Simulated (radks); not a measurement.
Values are calculated unless marked as measured or tabulated.
The neodymium ion Nd2+ inside a hard spherical wall (all orbitals vanish at R), configuration held at [Xe] 4f4 and not refilled when levels cross. Code: a radial shooting solver on a logarithmic mesh with Libxc functionals. Model: scalar-relativistic Kohn-Sham, PBEsol, spin-unpolarised, spherical densities, finite nucleus; Fermi nuclear charge, rms radius 4.9123 fm. Eigenvalues in eV, with the zero of energy where the potential of the charges vanishes at infinity; a dash marks a level that is unbound or too diffuse for the functional's potential to be trusted. A positive occupied level is held by the wall or, in an anion where self-interaction has pushed it up, behind a barrier. The pressure on the wall is -dE/dV.

R (bohr)  E (hartree)  kinetic (hartree)    e(4d)    e(5s)    e(5p)    e(4f)  e(5d, empty)  e(6s, empty)  pressure (GPa)
free       -9619.3395          10236.166  -129.39  -53.457  -34.997  -14.601       -13.508       -13.229               0
12         -9619.3395          10236.166  -129.39  -53.457  -34.997  -14.601       -13.508       -13.229        < 0.0001
10         -9619.3395          10236.166  -129.39  -53.457  -34.997  -14.601       -13.508       -13.225        < 0.0001
7          -9619.3394          10236.168  -129.37  -53.446  -34.987  -14.586       -13.459       -12.964          0.0126
6          -9619.3386          10236.176  -129.32  -53.407  -34.952  -14.533       -13.303       -12.297           0.123
5          -9619.3318          10236.241  -129.04  -53.217  -34.770  -14.277       -12.692       -10.081            1.59
3.5        -9619.0885          10238.019  -125.33  -50.502  -31.776  -10.761        -6.611         7.631             115
3          -9618.4978          10241.502  -120.17  -46.424  -26.914   -5.825         1.332        28.523             533
2.5        -9616.4486          10251.512  -108.98  -36.018  -14.199    5.206        20.022        74.887            2710
1.5        -9575.0260          10402.563  -25.182   107.84   152.04   97.775        219.85        511.95          145000
